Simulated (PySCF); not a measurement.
CH₃Te, SMILES C[Te], multiplicity 2. The structure is a stationary point at r2SCAN-D4/def2-TZVP. The isomer is the one that the SMILES or the coordinates give; other isomers of the formula were not compared. The def2 effective core potentials stand for the cores of Te; spin–orbit coupling is left out.

**Question.** Give the equilibrium geometry at r2SCAN-D4/def2-TZVP (PySCF confirms it by a frequency run) as Cartesian coordinates in Å, and its point group. (The exact figures need the calculation; the answer reports its results.)

**Answer.** point group Cs.
```xyz
5

C      1.8139    -0.0059     0.0000
Te    -0.3341    -0.0004     0.0000
H      2.1230     1.0404     0.0000
H      2.1838    -0.4926     0.8989
H      2.1838    -0.4926    -0.8989
```
Charge 0, spin multiplicity 2.
